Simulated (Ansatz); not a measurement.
One change: `[SiH3][Al]([Cl])[Cl]` becomes `[CH3][Al]([Cl])[Cl]`.

Ansatz, PBE0-D4/def2-TZVP geometries, multiplicity 1. 

```tsv
property	`[SiH3][Al]([Cl])[Cl]`
size of the dipole moment (PBE/def2-TZVPP) / D	1.40
LUMO energy (PBE0/def2-TZVPP) / eV	-1.86
size of the dipole moment (ωB97M-V/def2-TZVPP) / D	1.43
HOMO energy (PBE0/def2-TZVPP) / eV	-8.31
HOMO energy (B3LYP/def2-TZVPP) / eV	-8.10
HOMO energy (ωB97M-V/def2-TZVPP) / eV	-10.29
```

(1) Give the same properties after the change, and the shifts. (Estimate.)

Answers

(1) The calculation gave: 
| property | `[CH3][Al]([Cl])[Cl]` | shift |
| --- | --- | --- |
| size of the dipole moment (PBE/def2-TZVPP) / D | 1.98 | 0.58 |
| LUMO energy (PBE0/def2-TZVPP) / eV | -0.88 | 0.98 |
| size of the dipole moment (ωB97M-V/def2-TZVPP) / D | 1.99 | 0.56 |
| HOMO energy (PBE0/def2-TZVPP) / eV | -8.87 | -0.56 |
| HOMO energy (B3LYP/def2-TZVPP) / eV | -8.62 | -0.52 |
| HOMO energy (ωB97M-V/def2-TZVPP) / eV | -11.07 | -0.78 |

With PBE0 the HOMO falls by 0.56 eV and the LUMO rises by 0.98 eV, so the gap widens by about 1.54 eV. PBE moves the HOMO by -0.37 eV and ωB97M-V by -0.78 eV. Dipoles are sizes alone; their direction can turn.

B3LYP here is the variant with VWN-RPA as its local correlation; programs differ in this.
